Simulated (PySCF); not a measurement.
# Electric field gradients and quadrupole coupling constants

Species: C₈H₇NO.
Cartesian coordinates in Å at the GFN2-xTB level; atoms count from 1:
```
atom  x, y, z in Å
C1     2.5237   -0.6689   -0.1433
C2     1.1169   -0.1594   -0.0496
C3     0.9043    1.2234    0.0953
C4    -0.3513    1.7795    0.1875
C5    -1.4260    0.9014    0.1313
O6    -2.7447    1.1691    0.1966
N7    -3.4297   -0.0071    0.1002
C8    -2.5806   -0.9772   -0.0210
C9    -1.2414   -0.4870   -0.0124
C10    0.0428   -1.0224   -0.1031
H11    3.0910   -0.3808    0.7408
H12    2.5403   -1.7521   -0.2293
H13    3.0231   -0.2425   -1.0127
H14    1.7690    1.8699    0.1335
H15   -0.5016    2.8405    0.2994
H16   -2.9268   -1.9872   -0.1108
H17    0.1841   -2.0870   -0.2123
```

Field gradients from the PBE0/pcSseg-1 density (PySCF, non-relativistic), principal values in atomic units, ordered |Vxx| ≤ |Vyy| ≤ |Vzz|:

```csv
atom,Vxx,Vyy,Vzz
O6,-0.5948,-1.2997,1.8945
N7,0.1588,1.1445,-1.3033
```

Question: Find the asymmetry η = (Vxx − Vyy)/Vzz and the couplings χ = eQV/h (234.96 MHz × Q in barn × V in au), with Q(17O) = −0.0256 b, Q(14N) = 0.02044 b.

Answer: 
| atom | environment | nucleus | η | χzz (MHz) | χxx (MHz) | χyy (MHz) |
| --- | --- | --- | --- | --- | --- | --- |
| O6 | ring oxygen | 17O | 0.37 | -11.40 | 3.58 | 7.82 |
| N7 | pyridine-type nitrogen | 14N | 0.76 | -6.26 | 0.76 | 5.50 |

Question: What is Vzz at N7 in SI units (1 au = 9.71736 × 10²¹ V/m²)?

Answer: -1.3033 au = -12.665 × 10²¹ V/m².

Question: What couplings would deuterons (Q(2H) = 0.00286 b) have in place of the hydrogens, at this geometry?

Answer: 
```
atom  bonded to  bond length (Å)  Vzz (au)     η  χzz (kHz)
 H11         C1            1.089    0.3106  0.02        209
 H12         C1            1.087    0.3150  0.04        212
 H13         C1            1.090    0.3104  0.02        209
 H14         C3            1.080    0.3250  0.07        218
 H15         C4            1.077    0.3312  0.06        223
 H16         C8            1.071    0.3419  0.06        230
 H17        C10            1.079    0.3277  0.07        220
```

Isolated species at its GFN2-xTB geometry, gas phase. GFN2-xTB bond lengths can be off by several hundredths of an ångström, more for odd bonds, and the gradients follow them. The basis is small and wasn't made for field gradients, so the couplings can be 20 % off.
